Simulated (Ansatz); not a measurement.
Gas-phase electronic energies from Ansatz, PBE0-D4/def2-TZVP geometries. CCSD(T)/CBS is the MP2 limit (def2-TZVPP, def2-QZVPP) plus CCSD(T) − MP2 in def2-TZVPP, frozen cores. Elements past krypton have def2 core potentials. For Sn outer-core shells are correlated without core-valence functions, which leaves a few kJ/mol of doubt a bond. Each species was taken in one conformer, which may not be the lowest.

`[SiH3][SnH]([Cl])[Cl]` + `C[O][Sn]([CH3])([SH])[Cl]` → `[CH3][SnH]([SiH3])[Cl]` + `C[O][Sn]([SH])([Cl])[Cl]`  (redistribution)

`[SiH3][SnH]([Cl])[Cl]`:

Z-matrix (Å, degrees):
```
Si
Sn 1 2.561
H 1 1.483 2 108.5
H 1 1.483 2 108.5 3 -120.1
H 1 1.481 2 107.1 3 119.9
Cl 2 2.332 1 107.6 3 -62.9
Cl 2 2.332 1 107.6 3 -176.4
H 2 1.703 1 123.2 3 60.3
```

`C[O][Sn]([CH3])([SH])[Cl]`:

```xyz
13

C    -0.327    0.812    2.182
O     0.192   -0.123    1.263
Sn   -0.319   -0.064   -0.619
C     0.619   -1.714   -1.552
S     0.100    2.126   -1.485
Cl   -2.639   -0.241   -0.707
H     0.176    0.656    3.139
H    -1.405    0.678    2.335
H    -0.150    1.847    1.866
H     1.700   -1.613   -1.454
H     0.340   -1.738   -2.604
H     0.285   -2.623   -1.054
H     1.428    1.998   -1.311
```

`[CH3][SnH]([SiH3])[Cl]`:

Cartesian coordinates in Å:
```
C 0.544 0.079 -1.915
Sn 0.796 -0.171 0.189
Si -1.356 -0.141 1.583
Cl 1.979 1.743 0.880
H -0.029 0.985 -2.106
H 0.017 -0.779 -2.335
H 1.525 0.165 -2.382
H 1.845 -1.475 0.540
H -2.192 -1.323 1.242
H -2.115 1.098 1.276
H -1.015 -0.179 3.027
```

`C[O][Sn]([SH])([Cl])[Cl]`:

Cartesian coordinates in Å:
```
C 1.124 0.634 -1.156
O 0.587 -0.437 -0.401
Sn -0.892 -0.140 0.816
S -1.350 -2.240 1.790
Cl -2.671 0.750 -0.356
Cl -0.298 1.486 2.345
H 1.531 1.423 -0.514
H 1.938 0.227 -1.760
H 0.381 1.074 -1.829
H -0.350 -2.777 1.065
```

| species | CCSD(T)/CBS(def2) energy (Eh) |
| --- | --- |
| `[SiH3][SnH]([Cl])[Cl]` | -1425.15460 |
| `C[O][Sn]([CH3])([SH])[Cl]` | -1227.16750 |
| `[CH3][SnH]([SiH3])[Cl]` | -1005.19396 |
| `C[O][Sn]([SH])([Cl])[Cl]` | -1647.12049 |

**Question.** Work out ΔE.

**Answer.** ΔE = (-1005.19396) + (-1647.12049) − (-1425.15460) − (-1227.16750) = 0.00765 Eh = +20.1 kJ/mol.

Largest T1 diagnostic among the species: 0.013.

In def2-TZVPP, CCSD(T) changes the Hartree–Fock value by −4.0 kJ/mol (the triples alone add −0.8 kJ/mol) and MP2 by −3.3 kJ/mol.
